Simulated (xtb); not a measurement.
H$_{3}$Cl$_{2}$GaN (SMILES [NH3]->[Ga+]([Cl])[Cl]), charge +1, singlet, from a rough starting geometry (GFN-xTB shapes and energies of metal compounds can be far from the true ones); GFN2-xTB (xtb 6.7.1).

The xtb input:
```
$ xtb mol.xyz --gfn 2 --chrg 1 --opt vtight --json

# file mol.xyz
7

Ga    -0.06512044     1.20972703     0.29802592
Cl     1.43422741     2.14793433    -0.87835576
Cl    -1.46987334     1.41890813     1.78393593
N      0.01610831    -0.93225969    -0.24891332
H     -0.57245583    -1.15057856    -1.10956005
H     -0.38585222    -1.52993967     0.52380719
H      1.01097402    -1.25513778    -0.32435051
```

What the program printed (banner, timings and long lists left out):

```
   ID    Z sym.   atoms
    1   31 Ga     1
    2   17 Cl     2, 3
    3    7 N      4
    4    1 H      5-7

           -------------------------------------------------
          |                Calculation Setup                |
           -------------------------------------------------

           -------------------------------------------------
          |                 G F N 2 - x T B                 |
           -------------------------------------------------

          ...................................................
          :                      SETUP                      :
          :.................................................:
          :  # basis functions                  37          :
          :  # atomic orbitals                  34          :
          :  # shells                           14          :
          :  # electrons                        24          :
          :  max. iterations                   250          :
          :  Hamiltonian                  GFN2-xTB          :
          :  restarted?                      false          :
          :  GBSA solvation                  false          :
          :  PC potential                    false          :
          :  electronic temp.          300.0000000     K    :
          :  accuracy                    1.0000000          :
          :  -> integral cutoff          0.2500000E+02      :
          :  -> integral neglect         0.1000000E-07      :
          :  -> SCF convergence          0.1000000E-05 Eh   :
          :  -> wf. convergence          0.1000000E-03 e    :
          :  Broyden damping             0.4000000          :
          :  net charge                          1          :
          :  unpaired electrons                  0          :
          ...................................................

 iter      E             dE          RMSdq      gap      omega  full diag
   1    -14.4189618 -0.144190E+02  0.156E+01    3.25       0.0  T
   2    -14.4805153 -0.615535E-01  0.111E+01    3.36       1.0  T
   3    -14.4844026 -0.388730E-02  0.628E+00    3.44       1.0  T
   4    -14.4846810 -0.278366E-03  0.792E-01    3.47       1.0  T
   5    -14.4851030 -0.422019E-03  0.325E-01    3.52       1.0  T
   6    -14.4851442 -0.411582E-04  0.179E-01    3.51       1.0  T
   7    -14.4851781 -0.339211E-04  0.943E-02    3.52       1.0  T
   8    -14.4851905 -0.123925E-04  0.370E-02    3.53       1.0  T
   9    -14.4851926 -0.214909E-05  0.214E-02    3.53       1.8  T
  10    -14.4851927 -0.403580E-07  0.579E-03    3.53       6.5  T
  11    -14.4851927 -0.163714E-07  0.254E-03    3.53      14.9  T
  12    -14.4851927 -0.101095E-07  0.209E-03    3.53      18.1  T
  13    -14.4851927 -0.577699E-08  0.503E-04    3.53      75.1  T
  14    -14.4851927 -0.339421E-09  0.240E-04    3.53     157.3  T

   *** convergence criteria satisfied after 14 iterations ***

         :::::::::::::::::::::::::::::::::::::::::::::::::::::
         ::                     SUMMARY                     ::
         :::::::::::::::::::::::::::::::::::::::::::::::::::::
         :: total energy             -14.438091719661 Eh    ::
         :: gradient norm              0.048988078433 Eh/a0 ::
         :: HOMO-LUMO gap              3.530000134394 eV    ::
         ::.................................................::
         :: SCC energy               -14.485187197892 Eh    ::
         :: -> isotropic ES            0.114451742443 Eh    ::
         :: -> anisotropic ES         -0.013553367317 Eh    ::
         :: -> anisotropic XC         -0.002595240858 Eh    ::
         :: -> dispersion             -0.003928659077 Eh    ::
         :: repulsion energy           0.047095478230 Eh    ::
         :: add. restraining           0.000000000000 Eh    ::
         :: total charge               1.000000000000 e     ::
         :::::::::::::::::::::::::::::::::::::::::::::::::::::

      -----------------------------------------------------------
     |                   =====================                   |
     |                        A N C O P T                        |
     |                   =====================                   |
     |               Approximate Normal Coordinate               |
     |                Rational Function Optimizer                |
      -----------------------------------------------------------
      -----------------------------------------------------------
     |                   =====================                   |
     |                        A N C O P T                        |
     |                   =====================                   |
     |               Approximate Normal Coordinate               |
     |                Rational Function Optimizer                |
      -----------------------------------------------------------

          ...................................................
          :                      SETUP                      :
          :.................................................:
          :   optimization level         verytight          :
          :   max. optcycles                   200          :
          :   ANC micro-cycles                  20          :
          :   degrees of freedom                15          :
          :.................................................:
          :   RF solver                   davidson          :
          :   write xtbopt.log                true          :
          :   linear?                        false          :
          :   energy convergence         0.1000000E-06 Eh   :
          :   grad. convergence          0.2000000E-03 Eh/α :
          :   maxmium RF displ.          1.0000000          :
          :   Hlow (freq-cutoff)         0.1000000E-01      :
          :   Hmax (freq-cutoff)         5.0000000          :
          :   S6 in model hess.         20.0000000          :
          ...................................................

[...]
 * total energy  :   -14.4380917 Eh     change       -0.5186251E-10 Eh
 * total energy  :   -14.4420005 Eh     change       -0.3908771E-02 Eh
 * total energy  :   -14.4422988 Eh     change       -0.2983371E-03 Eh
 * total energy  :   -14.4423748 Eh     change       -0.7592239E-04 Eh
 * total energy  :   -14.4424056 Eh     change       -0.3085417E-04 Eh
 * total energy  :   -14.4424062 Eh     change       -0.5672412E-06 Eh
 * total energy  :   -14.4424062 Eh     change       -0.7690102E-07 Eh
   *** GEOMETRY OPTIMIZATION CONVERGED AFTER 7 ITERATIONS ***
[...]
   1    -14.5029397 -0.145029E+02  0.618E-05    3.79       0.0  T
   2    -14.5029397 -0.239098E-11  0.497E-05    3.79     760.3  T
   3    -14.5029397 -0.495071E-11  0.167E-05    3.79    2256.9  T

   *** convergence criteria satisfied after 3 iterations ***

         :::::::::::::::::::::::::::::::::::::::::::::::::::::
         ::                     SUMMARY                     ::
         :::::::::::::::::::::::::::::::::::::::::::::::::::::
         :: total energy             -14.442406248823 Eh    ::
         :: gradient norm              0.000063565343 Eh/a0 ::
         :: HOMO-LUMO gap              3.788005189868 eV    ::
         ::.................................................::
         :: SCC energy               -14.502934699451 Eh    ::
         :: -> isotropic ES            0.115760721703 Eh    ::
         :: -> anisotropic ES         -0.013167215981 Eh    ::
         :: -> anisotropic XC         -0.002721945532 Eh    ::
         :: -> dispersion             -0.003969182650 Eh    ::
         :: repulsion energy           0.060528450628 Eh    ::
         :: add. restraining           0.000000000000 Eh    ::
         :: total charge               1.000000000000 e     ::
         :::::::::::::::::::::::::::::::::::::::::::::::::::::

           -------------------------------------------------
          |                Property Printout                |
           -------------------------------------------------

    * Orbital Energies and Occupations

         #    Occupation            Energy/Eh            Energy/eV
      -------------------------------------------------------------
         1        2.0000           -1.2353517             -33.6156
         2        2.0000           -1.2271781             -33.3932
         3        2.0000           -0.8483925             -23.0859
         4        2.0000           -0.7830710             -21.3084
         5        2.0000           -0.7549879             -20.5443
         6        2.0000           -0.7536639             -20.5082
         7        2.0000           -0.6738512             -18.3364
         8        2.0000           -0.6439045             -17.5215
         9        2.0000           -0.6356116             -17.2959
        10        2.0000           -0.6316138             -17.1871
        11        2.0000           -0.6313239             -17.1792
        12        2.0000           -0.6285694             -17.1042 (HOMO)
        13                         -0.4893628             -13.3162 (LUMO)
        14                         -0.3185282              -8.6676
        15                         -0.2486833              -6.7670
        16                         -0.2059639              -5.6046
        17                         -0.1986588              -5.4058
        18                         -0.1784368              -4.8555
        19                         -0.1718441              -4.6761
        20                         -0.1711585              -4.6575
        21                         -0.1689024              -4.5961
        22                         -0.1686506              -4.5892
        23                         -0.1686248              -4.5885
       ...                                ...                  ...
        34                          1.4326593              38.9846
      -------------------------------------------------------------
                  HL-Gap            0.1392066 Eh            3.7880 eV
             Fermi-level           -0.5589661 Eh          -15.2102 eV

     #   Z          covCN         q      C6AA      α(0)
     1  31 Ga       2.291     0.138   215.227    32.900
     2  17 Cl       0.794     0.168    94.168    14.845
     3  17 Cl       0.794     0.169    94.156    14.844
     4   7 N        3.281    -0.269    26.957     7.711
     5   1 H        0.859     0.262     0.838     1.434
     6   1 H        0.859     0.267     0.821     1.420
     7   1 H        0.859     0.265     0.827     1.424

 Mol. C6AA /au·bohr⁶  :       1719.575215
 Mol. C8AA /au·bohr⁸  :      96392.236005
 Mol. α(0) /au        :         74.577989

Wiberg/Mayer (AO) data.
largest (>0.10) Wiberg bond orders for each atom

 ---------------------------------------------------------------------------
     #   Z sym  total        # sym  WBO       # sym  WBO       # sym  WBO
 ---------------------------------------------------------------------------
     1  31 Ga   3.515 --     3 Cl   1.416     2 Cl   1.416     4 N    0.598
     2  17 Cl   1.783 --     1 Ga   1.416     3 Cl   0.266
     3  17 Cl   1.783 --     1 Ga   1.416     2 Cl   0.266
     4   7 N    3.486 --     6 H    0.898     7 H    0.898     5 H    0.898
                             1 Ga   0.598
     5   1 H    0.931 --     4 N    0.898
     6   1 H    0.929 --     4 N    0.898
     7   1 H    0.930 --     4 N    0.898
 ---------------------------------------------------------------------------

Topologies differ in total number of bonds
Writing topology from bond orders to xtbtopo.mol

molecular dipole:
                 x           y           z       tot (Debye)
 q only:       -0.009      -0.034       0.013
   full:       -0.014       0.108       0.044       0.298
molecular quadrupole (traceless):
                xx          xy          yy          xz          yz          zz
 q only:       -2.489       0.635       4.933      -3.462       1.812      -2.444
  q+dip:       -3.011       1.192       6.151      -6.034       2.271      -3.139
   full:       -3.314       0.333       6.335      -2.525       2.370      -3.021

optimized geometry written to: xtbopt.xyz

           -------------------------------------------------
          | TOTAL ENERGY              -14.442406248823 Eh   |
          | GRADIENT NORM               0.000063565343 Eh/α |
          | HOMO-LUMO GAP               3.788005189868 eV   |
           -------------------------------------------------

normal termination of xtb
```
